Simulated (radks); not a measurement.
Values are calculated unless marked as measured or tabulated.
Coulomb parameter of the 4f shell of the samarium ion Sm2+ in the model configuration [Xe] 4f5 6p1, as a second difference U = [E(n + 0.5) + E(n - 0.5) - 2 E(n)] / (0.5)^2 with all orbitals relaxed. "Bare": the charge of the atom changes with n. "Screened": the 6p shell takes up the change at fixed total charge, which measures U(4f,4f) + U(6p,6p) - 2 U(4f,6p). Code: a radial shooting solver on a logarithmic mesh with Libxc functionals. Model: Dirac Kohn-Sham, LDA (Slater exchange, Perdew-Wang correlation), spin-unpolarised, spherical densities, point nucleus; open shells are shared between the two j in proportion to 2j + 1.

| case | configuration | E - E(n) (eV) |
|---|---|---|
| start | [Xe] 4f5 6p1 | 0.000 |
| bare +0.5 | [Xe] 4f5.5 6p1 | -10.659 |
| bare -0.5 | [Xe] 4f4.5 6p1 | 14.923 |
| screened +0.5 | [Xe] 4f5.5 6p0.5 | -5.583 |
| screened -0.5 | [Xe] 4f4.5 6p1.5 | 7.650 |

U(bare) = 17.053 eV, U(screened by 6p) = 8.268 eV.
